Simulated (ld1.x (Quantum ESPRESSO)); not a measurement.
Tm (Z = 69): variants of one RRKJ potential

Base potential:

* Element: thulium (Tm)
* Generator: ld1.x (Quantum ESPRESSO) 7.5
* Type: norm-conserving RRKJ (Kleinman–Bylander form)
* Functional: PBEsol
* Relativity: fully relativistic
* Frozen core: [Kr] 4d10 4f12
* Valence charge: 11
* Reference configuration: 5s2 5p6 5d1 6s0.5 6p0 (charge +1.5)
* Partial waves: 5s (bound): rc 2.05 bohr; 5d (bound): rc 2.25 bohr; 5p (bound): rc 1.55 bohr
* Local potential: the p channel
* Core correction: a·sin(br)/r model core inside 1.10 bohr

Open shells are filled in proportion to 2j + 1 (rel_dist='average').

Occupied shells without a wave of their own: 6s. They enter only through the test configuration that unscreens the potential, and ld1.x also counts them in the model core charge.

All-electron outer shells of the reference configuration (PBEsol, scalar-relativistic, ld1.x):

```
shell  level (eV)  outermost node (bohr)  outermost maximum (bohr)
   5s      -68.11                   0.59                      1.08
   5p      -40.81                   0.63                      1.24
   4f      -20.00                      –                      0.49
   6s      -12.86                   1.45                      2.90
   5d      -11.47                   0.71                      1.81
   6p       -8.41                   1.75                      3.73
```

Cutoffs, loose and tight: the cutoffs (Ry, on a coarse ladder) from which the occupation-weighted sum of valence levels, in a spherical-Bessel basis at the reference potential, stays within 10 and 1 mRy of its value at 400 Ry. They do not see the model core or the augmentation charge, which bear on the density cutoff. Test errors are all-electron minus pseudo excitation energies from the reference, over the configurations 5s2 5p6 5d1 6s2 6p0; 5s2 5p6 5d1 6s1 6p0; 5s2 5p6 5d1 6s0 6p0; 5s2 5p6 5d1 6s1 6p1; 5s2 5p6 5d1.5 6s1.5 6p0; 5s1 5p6 5d1 6s2 6p0; 5s2 5p6 5d2 6s1 6p0. A dash means not determined; rows that change the core or the reference have their own tests.

With those shells counted twice in exchange and correlation these files are broken, and their errors move erratically; no question is asked of them.

Cutoffs are not given where the Bessel-basis levels miss the radial ones by over 6 mRy, ghosts where they miss by over 20 mRy; a channel whose overlap is not positive is not tested.

```tsv
change	outcome	bound ghosts	largest test error (meV)
base	generated, misses its reference levels by 4.25 eV	not determined	+997
wave 5p (bound): rc 1.55 bohr becomes 5p (bound): rc 1.04 bohr	generated, misses its reference levels by 4.51 eV	not determined	+472
wave 5p (bound): rc 1.55 bohr becomes 5p (bound): rc 1.36 bohr	generated, misses its reference levels by 4.25 eV	not determined	+693
wave 5p (bound): rc 1.55 bohr becomes 5p (bound): rc 1.60 bohr	generated, misses its reference levels by 4.25 eV	not determined	+1206
wave 5p (bound): rc 1.55 bohr becomes 5p (bound): rc 1.82 bohr	generated, misses its reference levels by 4.24 eV	not determined	-1105
wave 5p (bound): rc 1.55 bohr becomes 5p (bound): rc 2.04 bohr	generated, misses its reference levels by 4.22 eV	not determined	-176
wave 5p (bound): rc 1.55 bohr becomes 5p (bound): rc 2.28 bohr	generated, misses its reference levels by 4.21 eV	not determined	-233
```
